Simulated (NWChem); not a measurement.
# boron oxyfluoride (BOF); SMILES O=BF

```xyz
3

F      0.0000     0.0000    -1.2080
B      0.0000     0.0000     0.0862
O      0.0000     0.0000     1.3052
```
Atoms are numbered in this order, from 1.

The geometry was optimised at PBE-D3(BJ)/def2-SVP.

**Question.** List the 4 lowest vertical singlet excitations from CAM-B3LYP/def2-TZVP, TDA (NWChem).

**Answer.** 
```csv
state,energy (eV),oscillator strength,leading excitation (squared amplitude)
S1,7.96,0.058,HOMO → LUMO (0.97)
S2,7.96,0.058,HOMO−1 → LUMO (0.97)
S3,8.91,0.000,HOMO−1 → LUMO+1 (0.45)
S4,9.14,0.000,HOMO−1 → LUMO+2 (0.46)
```
